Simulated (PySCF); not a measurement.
**Fractional electron number in Se (selenium, neutral)**

The 4p beta orbital of [Ar] 3d10 4s2 4p4 is emptied in steps (occupation f), with all orbitals relaxed, ending at [Ar] 3d10 4s2 4p3. Calculation: PySCF 2.14, in aug-cc-pVTZ-DK (7s6p4d2f, 59 functions); scalar relativity by spin-free X2C-1e. The exact energy is a straight line in f; departures are measured from the line between the end points of the same method.

| f | UHF (eV) | LDA (eV) | PBE (eV) | PBE0 (eV) | r2SCAN (eV) | LC-wPBE (eV) | BHandHLYP (eV) | MN15 (eV) | HSE06 (eV) |
| --- | --- | --- | --- | --- | --- | --- | --- | --- | --- |
| 1 | 0.000 | 0.000 | 0.000 | 0.000 | 0.000 | 0.000 | 0.000 | 0.000 | 0.000 |
| 0.8 | 0.139 | -0.657 | -0.631 | -0.443 | -0.586 | -0.016 | -0.279 | -0.325 | -0.514 |
| 0.6 | 0.200 | -0.991 | -0.950 | -0.665 | -0.870 | -0.023 | -0.423 | -0.486 | -0.773 |
| 0.4 | 0.193 | -0.996 | -0.951 | -0.663 | -0.855 | -0.021 | -0.430 | -0.485 | -0.774 |
| 0.2 | 0.124 | -0.667 | -0.633 | -0.441 | -0.553 | -0.012 | -0.291 | -0.322 | -0.515 |
| 0 | 0.000 | 0.000 | 0.000 | 0.000 | 0.000 | 0.000 | 0.000 | 0.000 | 0.000 |

```csv
method,E(f=0) − E(f=1) (eV),−ε at f=1 (eV),−ε at f=0.4 (eV)
UHF,8.541,9.451,8.345
LDA,9.883,5.810,10.691
PBE,9.634,5.705,10.426
PBE0,9.621,6.859,10.182
r2SCAN,9.666,5.985,10.475
LC-wPBE,9.719,9.622,9.746
BHandHLYP,9.633,7.915,9.958
MN15,9.495,7.461,9.907
HSE06,9.670,6.470,10.313
```

Orbital energy along the path (eV):

```
  f     UHF      LDA      PBE     PBE0   r2SCAN  LC-wPBE  BHandHLYP     MN15    HSE06
  1  -9.451   -5.810   -5.705   -6.859   -5.985   -9.622     -7.915   -7.461   -6.470
0.8  -9.033   -7.398   -7.254   -7.957   -7.489   -9.661     -8.570   -8.280   -7.734
0.6  -8.668   -9.029   -8.833   -9.069   -8.998   -9.705     -9.251   -9.097   -9.018
0.4  -8.345  -10.691  -10.426  -10.182  -10.475   -9.746     -9.958   -9.907  -10.313
0.2  -8.055  -12.372  -12.015  -11.284  -11.848   -9.774    -10.699  -10.712  -11.609
  0  -7.794  -14.059  -13.582  -12.358  -12.966   -9.772    -11.489  -11.485  -12.864
```

Reference removal energy between the ground levels: 9.752 eV (measured; NIST Atomic Spectra Database, ionization energies). The calculation has no spin-orbit coupling. UHF lacks correlation.
